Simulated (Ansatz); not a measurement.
```yaml
crystal:
  periodic: [false, false, false]
  atoms:
    - {symbol: C, position_ang: [2.423326, 0.200687, -2.088836]}
    - {symbol: C, position_ang: [1.070418, 0.665915, -1.618540]}
    - {symbol: O, position_ang: [1.199841, 1.128866, -0.272580]}
    - {symbol: Ge, position_ang: [-0.215502, 1.601416, 0.617549]}
    - {symbol: F, position_ang: [-1.038239, 2.880731, -0.163385]}
    - {symbol: F, position_ang: [0.357902, 2.190149, 2.116893]}
    - {symbol: O, position_ang: [-1.400964, 0.351778, 0.845384]}
    - {symbol: C, position_ang: [-1.051937, -0.836742, 1.558372]}
    - {symbol: C, position_ang: [-2.216382, -1.788903, 1.485833]}
    - {symbol: H, position_ang: [3.144846, 1.018331, -2.044971]}
    - {symbol: H, position_ang: [2.789048, -0.615572, -1.463123]}
    - {symbol: H, position_ang: [2.361808, -0.153150, -3.120687]}
    - {symbol: H, position_ang: [0.699818, 1.478078, -2.253874]}
    - {symbol: H, position_ang: [0.343557, -0.154301, -1.667966]}
    - {symbol: H, position_ang: [-0.155736, -1.291778, 1.118771]}
    - {symbol: H, position_ang: [-0.822076, -0.587737, 2.600347]}
    - {symbol: H, position_ang: [-2.439746, -2.046032, 0.448776]}
    - {symbol: H, position_ang: [-1.985569, -2.707955, 2.029717]}
    - {symbol: H, position_ang: [-3.106312, -1.338178, 1.928416]}
basis:
  gaussian: {orbitals: x2c-TZVPPall, fitting: {mean_field: cc-pVTZ-jkfit}}
magnetization: {spin_polarized: true, initial_magnetization: 2}
hamiltonian: {xc: {name: HF}}
correlation: {method: mp2, frozen_orbitals: {C: 9}}
output: {forces: true}
```

```sh
$ ansatz run in.yaml --threads 4 --pin off --events-out ev --progress --plain --max-ram 46080MiB --backend cuda --devices 0, --max-vram 37GiB
```

Output, abridged:

```
Functional definition: HF
Error: "frozen_orbitals" has no count for O
```

Problem. Something in this input is off. What?

Solution. Frozen orbitals are typed for one element alone, and the program wants a count for each. The program refused the input.
